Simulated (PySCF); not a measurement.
Germylsilane, SMILES [SiH3][GeH3] (H6GeSi) at its B3LYP/def2-SVP optimised geometry (Å):

```
8

Si     0.4388    -1.1455     0.0000
Ge    -0.3872     1.1063     0.0000
H     -0.0421    -1.8693    -1.2136
H      1.9315    -1.1455     0.0000
H     -0.0421    -1.8693     1.2137
H     -1.9315     1.1224    -0.0027
H      0.1001     1.8677     1.2521
H      0.1045     1.8693    -1.2494
```

Calculation: PySCF with B3LYP/def2-TZVP. Cells within 0.4 Å of a nucleus heavier than hydrogen are left out (blank, or x).

Map of the electrostatic potential (hartree/e), clipped to [-0.08, 0.12] on the plane z = 0.0 Å:

```
|000000000000000000000000000|
|000000000000000000000000000|
|000000000000000000000000000|
|000000001112111000000000000|
|000000001344432100000000000|
|000000013699996321000000000|
|000000136999999842100000000|
|000013689999999973210000000|
|000029999999999995211000000|
|00014999999xx99996311000000|
|00014999999xx99996321000000|
|000027999999999996321000000|
|000012469999999996321000000|
|000001135999999999521000000|
|000000123699999999954210000|
|000000113599999999999620000|
|00000011369999xx99999941000|
|00000011369999xx99999941000|
|000000112599999999999930000|
|000000012379999999996310000|
|000000001247999999732100000|
|000000000123699997420000000|
|000000000011235553210000000|
|000000000000112222100000000|
|000000000000001111000000000|
|000000000000000000000000000|
|000000000000000000000000000|
```
Scale: ten equal steps from -0.002 (start of '0') to 0.120 (end of '9'), in the order '0123456789'; x runs from -4.00 to 4.00, y from -4.00 (bottom) to 4.00 (top).
